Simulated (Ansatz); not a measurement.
Conformers and stereoisomers of F$_{2}$H$_{7}$N$_{3}$Si$_{2}$, SMILES `N[SiH](F)N[SiH](N)F`, each relaxed with PBE0-D4/def2-TZVP in Ansatz. CBS adds the triple-zeta coupled-cluster correction to the MP2 limit.

Not all of them had a frequency check.

Conformer A:

Cartesian coordinates in Å:
```
N 0.661 -2.460 1.058
Si 0.612 -0.768 0.872
F 0.270 -0.209 2.334
N -0.599 -0.401 -0.279
Si -0.766 0.986 -1.264
N -0.192 2.324 -0.396
F 0.125 0.943 -2.591
H 1.047 -2.863 1.896
H 0.805 -3.058 0.261
H 1.855 -0.073 0.482
H -1.356 -1.071 -0.330
H -2.164 1.011 -1.755
H 0.143 3.155 -0.852
H -0.443 2.484 0.565
```

Conformer B:

Z-matrix (Å, degrees):
```
Si
F 1 1.597
N 1 1.703 2 114.2
N 1 1.713 2 103.6 3 -118.9
H 1 1.482 2 105.8 3 117.4
Si 3 1.722 1 130.6 2 -67.4
H 3 1.011 1 114.3 2 110.1
H 4 1.009 1 118.7 2 -179.7
H 4 1.009 1 118.7 2 -40.1
N 6 1.683 3 107.6 1 -10.0
F 6 1.604 3 106.0 1 -133.4
H 6 1.478 3 114.5 1 113.5
H 10 1.004 6 123.7 3 156.0
H 10 1.009 6 121.7 3 -22.7
```

(1) Which is lowest in electronic energy at CCSD(T)/CBS (frozen core, def2 sets), and by how much? (Estimate.)

(2) Give the energies relative to B (kJ/mol) with r2SCAN-D4/def2-TZVPP, r2SCAN/def2-TZVPP, PBE0/def2-TZVPP, B3LYP/def2-TZVPP, SCS-MP2/def2-TZVPP, CCSD/def2-TZVPP, HF/CBS(def2). (An estimate is asked.)

## Answers

(1) Computed: B; A lies 2.6 kJ/mol higher.

(2) Computed: 
| level | A |
| --- | --- |
| r2SCAN-D4/def2-TZVPP | 3.1 |
| r2SCAN/def2-TZVPP | 2.6 |
| PBE0/def2-TZVPP | 2.4 |
| B3LYP/def2-TZVPP | 1.2 |
| SCS-MP2/def2-TZVPP | 1.7 |
| CCSD/def2-TZVPP | 1.8 |
| HF/CBS(def2) | -3.1 |

B3LYP here is the variant with VWN-RPA as its local correlation; programs differ in this.
